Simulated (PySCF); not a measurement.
Species: C₃H₈NOSi (doublet state).
Z-matrix (Å and degrees, GFN2-xTB geometry), rows numbered from 1:
```
C 
O   1  1.3261
Si  2  1.6390  1  133.43
C   3  1.8783  2   99.26  1   179.95
N   4  1.2584  3  120.31  2  -179.91
C   5  1.4283  4  120.61  3   179.98
H   1  1.0729  2  120.79  3     0.20
H   1  1.0722  2  116.96  3   179.95
H   3  1.4667  2  110.49  1   -60.39
H   3  1.4668  2  110.57  1    60.31
H   4  1.1048  3  118.92  2     0.05
H   6  1.0911  5  108.16  4   121.87
H   6  1.0911  5  108.12  4  -121.94
H   6  1.0999  5  113.70  4    -0.04
```

The hyperfine couplings belong to this conformer and change with its torsions.

The species is `[CH2]O[SiH2]/C=N/C` [radical].

Computed, not measured: PySCF 2.14.0, UKS B3LYP, pcH-1 on C H N O Si, non-relativistic, mean-field spin-orbit, GIAO. Isolated species at its GFN2-xTB geometry (one conformer only). Couplings are sensitive to structure, and on GFN2-xTB geometries they can be far from those on DFT ones. Stability of the SCF solution: not tested.

**Question.** Give the principal g shifts and their parts.

**Answer.** 
```tsv
Δg (ppm)	1	2	3
relativistic mass correction	-176	-176	-176
gauge correction	-3	38	38
orbital Zeeman/spin–orbit	-12	1230	1901
total	-191	1091	1763
```

So g = 2.00213, 2.00341, 2.00408 and g_iso = 2.00321; the tensor is rhombic: the two nearest values differ by 34 % of g3 − g1. Axes: g3 points within 14° of the C1–H8 bond.

**Question.** What effective moment and Curie constant follow for a powder?

**Answer.** With the mean of g² = 4.0128 and S(S+1) = 0.75: μ_eff = √(⟨g²⟩S(S+1)) = 1.735 μB and χT = 0.12505·⟨g²⟩·S(S+1) = 0.376 cm³ K/mol (cgs; spin-Hamiltonian part alone).

**Question.** How much does each term add to the isotropic shift?

**Answer.** The orbital-Zeeman/spin–orbit term 1040, the mass correction -176 and the gauge correction 25 ppm, for a total of 888 ppm. The orbital-Zeeman/spin–orbit term is the largest in size. The mass correction is the same along every axis, so the anisotropy comes from the other two: their spans along these axes are 41 (gauge) and 1913 ppm (orbital Zeeman/spin–orbit).

**Question.** At 34.097 GHz, how far is the centre of the isotropic spectrum from where a free electron (g = 2.002319) resonates?

**Answer.** B = hν/(g μB) with μB/h = 13.99624 MHz/mT gives 1216.67 mT for the free electron and 1216.13 mT at g_iso, 0.54 mT lower.

**Question.** In a frozen sample, at which fields do the three g values resonate at 9.5, 34, 94 and 263 GHz (hyperfine left aside), and which band first spreads them over more than twice a line width of 0.3 mT?

**Answer.** 
| band | GHz | B(g3) mT | B(g2) mT | B(g1) mT | spread mT |
| --- | --- | --- | --- | --- | --- |
| X | 9.5 | 338.69 | 338.80 | 339.02 | 0.33 |
| Q | 34.0 | 1212.14 | 1212.54 | 1213.32 | 1.18 |
| W | 94.0 | 3351.20 | 3352.33 | 3354.47 | 3.27 |
| J | 263.0 | 9376.24 | 9379.38 | 9385.39 | 9.15 |

The spread grows in proportion to the frequency. Q band is the first where it exceeds 0.6 mT.

The largest Mulliken spin populations are on C1 (+0.97) and O2 (+0.10). C1 is the only atom above +0.15. The angles at C1 add up to 360.0°, so it is planar; its axial dipolar tensor and the negative couplings of its protons fit spin in a p orbital normal to that plane.

The HOMO–LUMO gaps are 3.90 eV among the α and 5.54 eV among the β orbitals.
